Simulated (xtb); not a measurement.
xtb input:

```bash
xtb mol.xyz --gfnff --opt tight --chrg 0 --uhf 0
```
mol.xyz:
```
4

Si     0.07293248    -0.43127498    -0.00285447
O     -0.18041998     1.06688573     0.00706138
H     -0.99857848    -1.45308028    -0.02551919
H      1.42088358    -1.04415589     0.00899078
```

Problem. Predict the final energy.

Solution. -0.40859 Eh (GFN-FF).
